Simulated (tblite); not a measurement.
Compound: C3H9F3OSi2.
Structure used (GFN2-xTB), in Å, numbered top down from 1:
```
atom  x, y, z in Å
C1     3.025   -0.016   -0.450
O2     1.663    0.120   -0.181
Si3    0.688   -1.004    0.452
C4    -0.953   -0.053    0.515
Si5   -1.474    0.831   -1.098
C6    -1.993   -1.036    0.901
F7    -1.701   -1.718    2.032
F8    -2.206   -1.981   -0.036
F9    -3.203   -0.483    1.132
H10    3.201   -0.837   -1.148
H11    3.580   -0.217    0.468
H12    3.379    0.916   -0.891
H13    1.113   -1.418    1.793
H14    0.588   -2.188   -0.405
H15   -0.915    0.680    1.322
H16   -2.811    1.392   -0.898
H17   -1.485   -0.146   -2.186
H18   -0.508    1.900   -1.333
```

Computed values, GFN2-xTB/tblite, gas phase, harmonic and unscaled. Errors from tens to a few hundred cm⁻¹ against measured bands are possible. Modes of hydrogen on silicon can be 10 to 20 % off. One conformer, not necessarily the lowest.

Harmonic wavenumbers (cm⁻¹): 29.9, 50.6, 82.0, 85.9, 112.9, 120.2, 143.5, 179.9, 182.1, 255.7, 333.7, 354.3, 465.3, 493.8, 501.3, 524.5, 541.0, 610.7, 614.3, 709.1, 756.0, 766.2, 777.0, 784.0, 801.8, 818.1, 870.8, 879.5, 994.4, 1019.7, 1093.0, 1133.4, 1135.5, 1162.6, 1191.8, 1240.8, 1415.9, 1478.3, 1487.0, 2233.4, 2278.0, 2279.4, 2288.2, 2310.1, 2962.4, 2962.8, 2974.7, 2999.4.

A = 1786, B = 744.1, C = 592.5 MHz; mass 174.014 u (most abundant isotopes); point group C1, symmetry number 1.

Q: Zero-point energy?

A: ½Σν̃ = 24742 cm⁻¹ = 295.98 kJ/mol.

Q: Entropy at 400 K, 1 bar (ideal gas, RRHO, classical rotation)?

A: Translation 179.31, rotation 130.82, vibration 231.82: S = 541.9 J/(mol K).

Q: And Cp and H(400 K) − H(0)?

A: Cp = 236.37 J/(mol K), of which vibrations give 203.12 (their classical limit is 48 R = 399.1); H(400 K) − H(0) = 58.41 kJ/mol without the zero-point energy, 45.10 from vibrations.

Q: How do the functions run with temperature in this model?

A: 
| T (K) | S (J/(mol K)) | Cp (J/(mol K)) | H − H(0) (kJ/mol) | G − H(0) (kJ/mol) | ln q(vib) |
| --- | --- | --- | --- | --- | --- |
| 150 | 370.7 | 124.8 | 12.46 | -43.15 | 5.22 |
| 250 | 445.9 | 173.8 | 27.39 | -84.09 | 9.03 |
| 298.15 | 478.5 | 196.0 | 36.31 | -106.35 | 10.78 |
| 600 | 649.2 | 291.9 | 111.67 | -277.83 | 20.77 |
| 900 | 777.9 | 341.7 | 207.42 | -492.69 | 29.30 |

q(vib) and H(0) count from the zero-point level.

Q: Which modes carry the vibrational entropy at 400 K?

A: 29.9 cm⁻¹: 26.86; 50.6 cm⁻¹: 22.49; 82.0 cm⁻¹: 18.50; 85.9 cm⁻¹: 18.11; 112.9 cm⁻¹: 15.86; 120.2 cm⁻¹: 15.35 J/(mol K); the other 42 give 114.64 together.

Q: Blend soft modes into free rotors: weight 1/[1 + (100 cm⁻¹/ν̃)⁴] for the oscillator and the rest for a rotor with moment μB/(μ + B), μ = h/(8π²ν), B = 10⁻⁴⁴ kg m². What vibrational entropy results?

A: 208.43 J/(mol K) in place of 231.82, which changes −T·S at 400 K by +9.36 kJ/mol.

Hindered rotation and anharmonicity are outside this model. Other conformers, if any are populated, would add a mixing term that is left out. The structure is chiral; the term R ln 2 for an equal mix with its mirror image is left out.
